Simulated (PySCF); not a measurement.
Work out the structure from these simulated measurements.

Formula: C4H9ClSi.

- Rotational structure: rotational constants A, B, C: 5.806, 1.154, 1.028 GHz [GFN2-xTB]
- UV, first state: lowest singlet excitation: 7.16 eV (173 nm, f = 0.003) [TDDFT CAM-B3LYP/def2-SVPD]
- Polarisability: 83.1 au [CAM-B3LYP/def2-SVPD]
- NMR, other nuclei: isotropic shieldings of nuclei other than C and H, by class: 361 (1 Si), 1017 (1 Cl) ppm [GIAO PBE0/pcSseg-1]
- Dipole: 1.90 D [CAM-B3LYP/def2-SVPD]
- 13C NMR: chemical shifts (computed TMS as zero) by class: 23.1 (2 C), 22.3 (1 C), 21.4 (1 C) ppm [GIAO PBE0/pcSseg-1]
- 1H NMR: chemical shifts (computed TMS as zero) by class: 4.96 (2 H), 2.38 (1 H), 2.34 (1 H), 2.21 (2 H), 2.07 (1 H), 2.01 (2 H) ppm [GIAO PBE0/pcSseg-1]

Gas-phase values; electronic properties from PySCF, density fitting. Levels stand in brackets. The structure is a single GFN2-xTB conformer in the gas phase; no vibrational or solvent corrections. Each NMR value is the plain mean over a class of atoms that symmetry, rotation or inversion makes alike.

Question: Give a SMILES that accounts for the data.

Answer: Numbering: `[Cl:1][SiH2:2][CH:3]1[CH2:4][CH2:5][CH2:6]1`. Its formula, C4H9ClSi, gives 1 degree of unsaturation: 1 ring and 0 π bonds in the structure found. 4 carbons fall into 3 classes; from least to most shielded: four-membered-ring carbon [C4/C6] (23.1 ppm, 2 C, up to 3.5 ppm apart in this geometry), ring sp3 carbon bound to silicon [C3] (22.3 ppm), four-membered-ring carbon [C5] (21.4 ppm). Hydrogen classes from least to most shielded: 2 H on a chlorine-bound silicon, Si2 (4.96 ppm), 1 H on an sp3 carbon bound to silicon, C3 (2.38 ppm), 1 H on a four-membered-ring carbon, C5 (2.34 ppm), 2 H on 2 four-membered-ring carbons, C4/C6 (2.21 ppm), 1 H on a four-membered-ring carbon, C5 (2.07 ppm), 2 H on 2 four-membered-ring carbons, C4/C6 (2.01 ppm). The other shieldings belong to: 361 ppm, chlorine-bound silicon [Si2]; 1017 ppm, silicon-bound chlorine [Cl1]. The optimised geometry has point group C1 and is an asymmetric top. Structure: `C1CCC1[SiH2]Cl`. Computed isomers that give other values at the same levels: `Cl[SiH]1CCCC1` (13C chemical shifts (computed TMS as zero) by class: 30.7 (2 C), 19.4 (2 C) ppm); `C=C[SiH2][C@H](C)Cl` (13C chemical shifts (computed TMS as zero) by class: 146.5 (1 C), 137.6 (1 C), 46.3 (1 C), 23.8 (1 C) ppm); `C=C(C)C[SiH2]Cl` (13C chemical shifts (computed TMS as zero) by class: 147.8 (1 C), 117.9 (1 C), 33.0 (1 C), 27.5 (1 C) ppm). The assignments are read from this structure; whether some other isomer fits the data as well wasn't checked.

Conformer computed: `[Cl:1][SiH2:2][CH:3]1[CH2:4][CH2:5][CH2:6]1`: Cl1–Si2–C3–C4 -174°.
